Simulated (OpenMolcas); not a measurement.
Computed levels of 3d⁴ in ions with 22 electrons, in cm-1 above ⁵D₀.

```yaml
Program: OpenMolcas
Method: SS-CASPT2, IPEA 0.25 Eh, imaginary shift 0.1 Eh
Basis: ANO-R2
Scalar_Hamiltonian: X2C, finite nucleus
Spin-orbit_coupling: state interaction with AMFI integrals over the reference wave functions, term energies averaged over their components
```

Active space for each ion: 4 electrons in 5 orbitals (3d); closed shells correlated by CASPT2: 3s 3p.

```
 Level     V+   Cr2+   Fe4+   Co5+   Ni6+   Cu7+
   ⁵D₁   39.5   66.4    147    207    285    382
   ⁵D₂    117    196    431    604    825   1095
   ⁵D₃    230    385    838   1165   1579   2080
   ⁵D₄    375    628   1350   1864   2510   3270
³P₀(1)  10720  17070  24300  27710  30960  33820
³P₁(1)  10950  17460  25180  28940  32660  36060
³P₂(1)  11370  18160  26680  30990  35380  39560
   ³H₄  12260  18160  25360  29060  32590  35900
   ³H₅  12340  18300  25680  29520  33240  36790
```

Task: Estimate ⁵D₄, ³P₀(1), ³P₁(1) for Mn3+ from its neighbours Cr2+ and Fe4+.

Result: ⁵D₄ is fine structure, which grows about as the fourth power of a screened charge, so the fourth roots are averaged: ((628^0.25 + 1350^0.25) / 2)^4 = 938. The calculation gives 944, so the estimate is off by -0.6 %; the measured value is 886 (Corliss and Sugar, J. Phys. Chem. Ref. Data 6, 1253 (1977)).
³P₀(1) is another term, which grows about linearly with the charge: (17070 + 24300) / 2 = 20685. The calculation gives 20960, so the estimate is off by -1.3 %; the measured value is 20654 (Corliss and Sugar, J. Phys. Chem. Ref. Data 6, 1253 (1977)).
³P₁(1) is another term, which grows about linearly with the charge: (17460 + 25180) / 2 = 21320. The calculation gives 21560, so the estimate is off by -1.1 %; the measured value is 21279 (Corliss and Sugar, J. Phys. Chem. Ref. Data 6, 1253 (1977)).

CASPT2 breaks the degeneracy within a term, and the mean is taken; among the terms shown or strongly mixed into the levels shown the widest spread is 160 cm-1 (3d⁴ ³H, V+). Some high roots are left out of the spin-orbit mixing, which shifts the levels that they would mix with (holds for V+). Measured partners are found by configuration, term and J. A level has none where our copy of the source lacks it or the pairing is in doubt (some pairs that miss far off the trend of their configuration count as doubtful), and it then counts in no deviation. Only configurations of the active space appear.

A number in round brackets counts repeated terms of one configuration in the order of the reference energies.
